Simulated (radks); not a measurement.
The numbers below are computed, except where a source is named.
Dispersion coefficients C6 (hartree bohr^6) between ground-configuration atoms and ions, from the Casimir-Polder integral (3/pi) of alpha_A(iw) alpha_B(iw). Code: a radial shooting solver on a logarithmic mesh with Libxc functionals. Model: scalar-relativistic Kohn-Sham, LDA (Slater exchange, Perdew-Wang correlation), spin-polarised, spherical densities, finite nucleus; open shells are filled with parallel spins first; Fermi nuclear charge, rms radius of each element as measured or else 0.836 A^(1/3) + 0.57 fm. Response by self-consistent Sternheimer equations with the Hartree and adiabatic LDA kernel, the relativistic mass of each level held fixed and spin-orbit coupling left out. For heavy and open-shell atoms this level of theory can miss by tens of per cent.

C6,Ge,Ge+,Ge2+,Ge3+,Ge4+,Ge5+,Ge6+
Ge,381.3,,,,,,
Ge+,195.0,103.8,,,,,
Ge2+,114.8,62.36,37.93,,,,
Ge3+,67.24,36.91,22.65,13.65,,,
Ge4+,15.42,9.417,6.219,4.001,1.672,,
Ge5+,10.95,6.772,4.521,2.944,1.293,1.008,
Ge6+,8.249,5.145,3.462,2.275,1.034,0.8115,0.6565

Static polarisabilities (bohr^3): Ge ([Ar] 3d10 4s2 4p2) 44.39, Ge+ ([Ar] 3d10 4s2 4p1) 18.19, Ge2+ ([Ar] 3d10 4s2) 9.853, Ge3+ ([Ar] 3d10 4s1) 5.645, Ge4+ ([Ar] 3d10) 0.8723, Ge5+ ([Ar] 3d9) 0.5962, Ge6+ ([Ar] 3d8) 0.4378. The combination rule 2 Ca Cb / ((alpha_b/alpha_a) Ca + (alpha_a/alpha_b) Cb) gives 1.288 for Ge4+-Ge5+, against 1.293 from the integral.
